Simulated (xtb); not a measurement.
(Z)-1-bromobut-1-en-3-yne (C₄H₃Br), SMILES C#C/C=C\Br. All values are semi-empirical tight-binding results from xtb (GFN2-xTB unless named), good for trends rather than for accurate numbers. Coordinates come from a GFN2-xTB optimisation.

Optimised geometry:

Bonds (Å): C1–C2 1.201, C1–H6 1.049, C2–C3 1.406, C3–C4 1.331, C3–H7 1.083, C4–Br5 1.889, C4–H8 1.078. Angles (°): C2–C1–H6 179.7, C1–C2–C3 179.1, C2–C3–C4 124.3, C2–C3–H7 116.5, C4–C3–H7 119.2, C3–C4–Br5 123.3, C3–C4–H8 123.3, Br5–C4–H8 113.4.

- point group as xtb finds it: Cs
- orbital gap: 3.54 eV
- zero-point energy: 31.4 kcal/mol
- G − E(el) at 298.15 K (modified RRHO): 12.4 kcal/mol
- static polarisability (D4 model): 64.6 bohr³
- solvation energy, GFN2-xTB/ALPB(water): -2.2 kcal/mol
- solvation energy, GFN2-xTB/ALPB(acetone): -6.8 kcal/mol

Computed atomic charges and the Wiberg bond orders between heavy atoms:
charges (e) C1 -0.08, C2 0.00, C3 -0.01, C4 0.04, Br5 -0.15, H6 0.09, H7 0.06, H8 0.06. Bond orders C1–C2 2.81, C2–C3 1.14, C3–C4 1.81, C4–Br5 1.02.
